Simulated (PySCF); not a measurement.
Ligand exchange on a metal centre used in film growth or etching (Sc Cl-F). Gas-phase values, no solvent.

Quantity: redistribution energy (mixed species minus the weighted end members), in kcal/mol.

Level 1: B3LYP-D3(BJ)/def2-TZVP // PBE-D3(BJ)/def2-SVP (PySCF)
Level 2: PBE-D3(BJ)/def2-TZVP // PBE-D3(BJ)/def2-SVP (PySCF)
Level 3: B3LYP/3-21G // PBE-D3(BJ)/def2-SVP (PySCF)
Level 4: BP86/6-31G* (LANL2DZ on Sc) // PBE-D3(BJ)/def2-SVP (PySCF)

```tsv
species	level 1	level 2	level 3	level 4
2 of 3 Cl replaced by F: [Sc(Cl)(F)2]	-0.42	-0.52	-6.38	-1.56
1 of 3 Cl replaced by F: [Sc(Cl)2(F)]	-0.33	-0.42	-6.26	-1.32
```
